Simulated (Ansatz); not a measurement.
Compare A (`C=C(C)CC(C)(C)C`) with its isomer B (`CC/C=C/C(C)(C)C`).

Computed with Ansatz on PBE0-D4/def2-TZVP structures; ΔE is electronic, products minus reactants. CCSD(T)/CBS is the MP2 limit (def2-TZVPP, def2-QZVPP) plus CCSD(T) − MP2 in def2-TZVPP, frozen cores. Functionals use def2-TZVPP. B3LYP here is the variant with VWN-RPA as its local correlation; programs differ in this. One conformer a species, not always the lowest.

(1) Which isomer does CCSD(T)/CBS put lower? Give the gap. (Estimate.)

(2) Give E(B) − E(A) in kcal/mol with B2PLYP, r2SCAN-D4, PBE-D4, LDA (SPW92), B3LYP, CCSD/def2-TZVPP, CCSD(T)/def2-SVP. (Estimate.)

Largest T1 diagnostic: 0.009.

Answers

(1) Computed: A, by 0.3 kcal/mol. So small a gap doesn't settle the order.

(2) Ansatz gave: B2PLYP -1.2, r2SCAN-D4 0.0, PBE-D4 -0.2, LDA (SPW92) 0.7, B3LYP -2.3, CCSD/def2-TZVPP -0.2, CCSD(T)/def2-SVP -0.1. The order is the other way round with B2PLYP, PBE-D4, B3LYP, CCSD/def2-TZVPP, CCSD(T)/def2-SVP.

From BLYP to BHLYP (50 % exact exchange), in def2-TZVPP and without D4, E(B) − E(A) moves by +0.8 kcal/mol. In def2-TZVPP, CCSD(T) changes the Hartree–Fock value by +3.3 kcal/mol (the triples alone add +0.5 kcal/mol) and MP2 by +3.5 kcal/mol.
